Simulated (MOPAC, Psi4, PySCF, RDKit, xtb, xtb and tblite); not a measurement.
Two geometries of SMILES C/C=C\CC (C5H10), relaxed at GFN2-xTB with one dihedral held; other torsions can differ between them too.

Structure A

```
15

C      2.2421    -0.1424     0.0631
C      1.2607     0.9464    -0.2520
C     -0.0249     0.8544    -0.5603
C     -0.9465    -0.3251    -0.6853
C     -0.4918    -1.6559    -0.0991
H      2.3419    -0.8305    -0.7747
H      3.2208     0.2865     0.2641
H      1.9380    -0.7146     0.9364
H      1.6857     1.9428    -0.2369
H     -0.5396     1.7846    -0.7779
H     -1.8937    -0.0444    -0.2127
H     -1.1624    -0.4617    -1.7519
H     -1.2922    -2.3868    -0.2027
H     -0.2654    -1.5522     0.9587
H      0.3828    -2.0400    -0.6135
```

Structure B

```
15

C      2.1149    -0.2260     0.0343
C      1.1935     0.9414    -0.1129
C     -0.0635     0.9118    -0.5307
C     -0.8846    -0.3140    -0.8181
C     -1.0473    -1.2208     0.4032
H      1.7585    -1.0886    -0.5221
H      3.1076     0.0377    -0.3284
H      2.2129    -0.5034     1.0846
H      1.6427     1.9009     0.1116
H     -0.5970     1.8507    -0.6049
H     -1.8707    -0.0110    -1.1723
H     -0.4109    -0.8918    -1.6190
H     -1.6765    -2.0730     0.1541
H     -1.5177    -0.6732     1.2177
H     -0.0884    -1.5892     0.7515
```

**Question.** Which is lower in energy at the level B3LYP-D3(BJ)/def2-TZVP // GFN2-xTB in Psi4, and by how much?

**Answer.** B is lower, by 2.18 kcal/mol (dihedral C2–C3–C4–C5: 15° in A, 60° in B).

E(B) − E(A) in kcal/mol at the other levels, on the same two geometries: GFN2-xTB (xtb and tblite) -2.45; MMFF94 // GFN2-xTB (RDKit) -1.28; B3LYP/def2-TZVP // GFN2-xTB (Psi4) -2.13; PBE/def2-TZVP // GFN2-xTB (Psi4) -2.08; PBE-D3(BJ)/def2-TZVP // GFN2-xTB (Psi4) -2.11; UFF // GFN2-xTB (RDKit) -7.03; PM6, restricted, heats of formation // GFN2-xTB (MOPAC) -1.92; AM1, restricted, heats of formation // GFN2-xTB (MOPAC) -2.05; GFN1-xTB // GFN2-xTB (xtb) -1.91; restricted B3LYP/6-31G*, spherical d // GFN2-xTB (PySCF) -2.16; restricted B3LYP/6-311+G**, spherical d, density fitting // GFN2-xTB (PySCF) -2.16.
